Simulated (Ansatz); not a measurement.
Bonds to the group Y in Y-Sn(OCH3)3. Isolated molecules, 0 K electronic values unless said otherwise. Each species was relaxed from one start; no search for lower structures was made at this level. In the def2 sets, heavy atoms carry core potentials. Strings in code marks are SMILES.

Quantity: electronic energy of isomers of C7H18O3Sn relative to `C[O][Sn]([O]C)([O]C)[C](C)(C)C`, in kJ/mol.

Species formed or compared: `CCC[CH2][Sn]([O]C)([O]C)[O]C` (neutral, multiplicity 1), with this geometry (Å):

```xyz
29

C      4.5720     0.5188     0.1666
C      3.4371    -0.1220     0.9490
C      2.0766     0.0603     0.2851
C      0.9444    -0.5850     1.0769
Sn    -0.9303    -0.3281     0.0995
O     -1.4893     1.5732     0.2258
C     -2.3384     2.1393    -0.7317
O     -2.5004    -1.3820     0.7020
C     -3.3955    -0.8875     1.6585
O     -0.7630    -0.8301    -1.8038
C     -1.8773    -1.1665    -2.5850
H      5.5413     0.3716     0.6662
H      4.6501     0.0908    -0.8456
H      4.4165     1.6036     0.0538
H      3.6333    -1.2013     1.0771
H      3.4001     0.2999     1.9690
H      2.1077    -0.3611    -0.7346
H      1.8758     1.1387     0.1591
H      1.0944    -1.6691     1.2006
H      0.8444    -0.1459     2.0820
H     -1.9278     2.0813    -1.7581
H     -2.4799     3.2075    -0.4930
H     -3.3429     1.6716    -0.7490
H     -4.3791    -1.3656     1.5092
H     -3.0713    -1.1182     2.6921
H     -3.5429     0.2072     1.5958
H     -2.3562    -0.2735    -3.0315
H     -2.6526    -1.7145    -2.0195
H     -1.5468    -1.8132    -3.4161
```

Estimate the electronic energy of isomers of C7H18O3Sn relative to `C[O][Sn]([O]C)([O]C)[C](C)(C)C` that frozen-core CCSD(T)/def2-SVP // PBE0-D3(BJ)/def2-SVP (Ansatz, a program for electronic structure) returns for this input.

7.26 kJ/mol.
